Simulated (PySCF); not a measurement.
Molecule: C5H11GeNO, SMILES C=[CH][Ge]([NH2])([CH]=C)[O]C. Atoms near the plane z = 1.2 Å, at the GFN2-xTB optimised geometry (x, y, z in Å): C1 (-2.5, -2.8, 2.0), C2 (-1.4, -2.2, 1.7), Ge3 (-1.1, -1.2, 0.0), N4 (-1.5, 0.6, 0.0), O7 (0.7, -1.2, 0.0), H10 (-3.4, -2.7, 1.3), H11 (-0.5, -2.3, 2.3), H12 (-2.5, 0.8, 0.0), H13 (-1.1, 1.2, 0.7).

Calculation: B3LYP/def2-SVP in PySCF. The values are rescaled to run from 0 to 1.

```
|                               |
|                               |
|                               |
|                               |
|                               |
|                               |
|                               |
|           ..                  |
|        ..:--:.                |
|       .:-====-.               |
|      .:-=+**+=:.              |
|     .:-=+*##*+-.              |
|     :-=+*###*+-.              |
|    .:-=+*###*+-:.             |
|     :-=+****+=-:::.           |
|     .-=++***+====--:.         |
|     .:==+***++=++==-..        |
|    .:-=++****+++*++-:.        |
|   .::-=+*###**+***+=:.        |
|  .:-==+*#%%%#*****+=:.        |
| .:=+++*#%@@@%*+++++-:         |
| :=+*####%@@@%#+++==-.         |
|.-=*%%%%%@@@@%*+=--:.          |
|.-+#%@@%%%@%%#*=-::.           |
|.-+*%@@%%%%##*+=-.             |
|.:=+#######**+=-:              |
| .-=+*****++==-:.              |
|  .:-==+++==--:.               |
|   .::------:.                 |
|     ..:::..                   |
|                               |
```
Scale: ten equal steps from 0.000 (start of ' ') to 1.00 (end of '@'), in the order ' .:-=+*#%@'; x runs from -5.00 to 5.00, y from -5.00 (bottom) to 5.00 (top).

**Question.** Which quantity is mapped?
A. electrostatic potential
B. electron localisation function
C. Laplacian of the electron density
D. log10 of the electron density

**Answer.** D, log10 of the electron density. In full: log10 of the electron density (e/bohr³), floored at −4.
